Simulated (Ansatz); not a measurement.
Total energies of C3H8ClGa (`C[CH2][Ga]([CH3])[Cl]`).

```xyz
13

C     1.6761   -0.8126    0.3825
C     1.2005    0.1755   -0.6756
Ga   -0.6991    0.6684   -0.5692
C    -2.1299    0.1261    0.6508
Cl   -1.3317    2.0801   -2.0966
H     2.7390   -1.0447    0.2680
H     1.1326   -1.7597    0.3288
H     1.5393   -0.4226    1.3946
H     1.3673   -0.2138   -1.6855
H     1.7699    1.1098   -0.6304
H    -2.5544    1.0101    1.1319
H    -1.7789   -0.5644    1.4187
H    -2.9308   -0.3521    0.0821
```

Total charge 0; spin multiplicity 1. Correlated methods freeze the filled d shell of Ga. Scalar relativity is left out up to krypton. The geometry is a stationary point of PBE0-D4/def2-TZVP. It is one conformer, not always the lowest. Basis def2-TZVPP, Ansatz 0.2.0.

RPA on PBE orbitals: Hartree–Fock energy of these orbitals -2501.06969 Eh, correlation -1.31468 Eh (frozen core).

```tsv
functional	energy without D4 (Eh)	D4 term (kJ/mol)
LDA (SPW92)	-2498.65277	–
PBE	-2503.65930	-26.7
revPBE	-2504.05082	-75.4
BLYP	-2504.30331	-57.2
r2SCAN	-2504.19927	-6.8
B97M-V	-2503.83039	–
PBE0	-2503.76205	-22.9
B3LYP	-2504.38996	-42.9
r2SCANh	-2504.18378	-7.3
r2SCAN0	-2504.16213	-8.1
HSE06 (plane-wave form)	-2503.74601	-21.5
BHLYP	-2504.21169	-35.0
CAM-B3LYP	-2504.37534	-23.5
LC-ωPBE	-2503.87069	–
ωB97X-V	-2504.03819	–
ωB97M-V	-2504.11297	–
B2PLYP	-2503.65072	–
PBE-QIDH	-2503.26942	–
```

B3LYP takes the VWN-RPA correlation (the form of Gaussian; ORCA's B3LYP/G). HSE06 is the plane-wave form, built on full-range PBE exchange. The double hybrids freeze the cores in their second-order part.

LC-ωPBE has ω = 0.4 bohr⁻¹.
